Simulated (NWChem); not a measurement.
Molecule: HfH$_{2}$F$_{2}$; SMILES [F][HfH2][F]

```xyz
5

Hf     0.0000     0.0000    -0.0338
F      1.6017     0.0000     0.9813
F     -1.6017     0.0000     0.9813
H      0.0000    -1.4915    -1.1165
H      0.0000     1.4915    -1.1165
```
Atoms are numbered in this order, from 1.

Results from NWChem. All runs use the structure optimised with PBE0/def2-SVP. def2 effective core potentials on Hf; no spin-orbit coupling. Field at 589 nm.

For level B3LYP/def2-SVP:

```
Quantity                          Result
--------------------------------  ------
isotropic polarisability (bohr³)    39.1
anisotropy (bohr³)                   8.4
```

How do the values read with level B3LYP/def2-SVPD instead?


| Property | Value |
|---|---|
| isotropic polarisability (bohr³) | 44.8 |
| anisotropy (bohr³) | 5.0 |
